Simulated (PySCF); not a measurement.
```xyz
5
charge 0 multiplicity 1, angstrom
Tc   -0.8977    0.0000   -0.6461
O    -0.8780    1.3828   -1.6156
O    -0.8780   -1.3828   -1.6156
O    -2.2771    0.0000    0.3283
I     1.2080    0.0000    0.8695
```

All numbers come from PBE/[Tc def2-SVP with ECP28, O def2-SVP, I def2-SVP with ECP28], scalar-relativistic core potentials, density fitting, no spin–orbit coupling, PySCF.

This geometry of TcO₃I is a stationary point at this level.

What is the point group?

C3v.

Is it a minimum?

Yes: all harmonic wavenumbers are real.

Which band is strongest in the infrared?

982 cm⁻¹ (e), 210 km/mol.

What are the dipole moment and the gap between the highest occupied and lowest empty levels?

2.18 D and 2.87 eV.

Give the atomic charges and bond orders.


| atom | Mulliken | Löwdin | polar tensor | Mayer order to Tc1 |
| --- | --- | --- | --- | --- |
| Tc1 | 0.80 | -0.15 | 1.62 | – |
| O2,3,4 | -0.28 | -0.05 | -0.48 | 1.89 |
| I5 | 0.05 | 0.31 | -0.19 | 1.22 |

This need not be the most stable arrangement of these atoms.
